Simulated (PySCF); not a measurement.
Stretching ZnB

Set-up: PySCF, no relativity, basis sets Zn pcseg-1, B pcseg-1. Energies in eV from Zn + B in their ground configurations at the same level. All curves are PBE0. state 1: ²Π (doublet), unpaired electrons π ↑; state 2: ²Σ⁺ (doublet), unpaired electrons σ ↑, a second solution, started from another occupation; state 3: quartet, unpaired electrons σ ↑, π ↑↑, a second solution, started from another occupation; state 4: ⁴Π (quartet), unpaired electrons σ ↑↑, π ↑, a second solution, started from another occupation.

```tsv
R (Å)	state 1	state 2	state 3	state 4
1.953	-0.2235	0.6673	0.6323	0.9210
2.044	-0.3792	0.3831	0.6952	0.8399
2.135	-0.4606	0.1945	0.8232	0.8486
2.203	-0.4877	0.0987	0.9474	0.8978
2.271	-0.4942	0.0321	1.0865	0.9738
2.339	-0.4862	-0.0128	1.2347	1.0696
2.430	-0.4607	-0.0487	1.4384	1.2191
2.543	-0.4155	-0.0687	1.6902	1.4271
2.680	-0.3546	-0.0733	1.9734	1.6904
2.861	-0.2764	-0.0668	2.2997	2.0393
```

Problem. Put a parabola through the three lowest points of the state 1 curve and estimate Re, k and ωe (reduced mass 9.392 u; 1 eV/Å² = 0.16022 mdyn/Å; ωe = 1302.8·√(k/μ) cm⁻¹).

Solution. Through R = 2.203, 2.271, 2.339 Å the second-order coefficient is 1.57 eV/Å², so Re ≈ 2.267 Å, k ≈ 0.502 mdyn/Å and ωe ≈ 301 cm⁻¹. A polynomial fit of higher order to the unrounded PBE0 energies gives Re = 2.264 Å, k = 0.518 mdyn/Å, ωe = 306 cm⁻¹; anharmonicity and rounding make the difference.

The higher-order fit for each curve: state 1: Re = 2.264 Å, ωe = 306 cm⁻¹, De = 0.494 eV; state 2: Re = 2.659 Å, ωe = 124 cm⁻¹, minimum 0.073 eV below the ground-state fragments; state 4: Re = 2.078 Å, ωe = 524 cm⁻¹, minimum 0.83 eV above the ground-state fragments. State 3 gave no clean fit.

The state was picked by a PBE0 search and need not be the measured ground state.
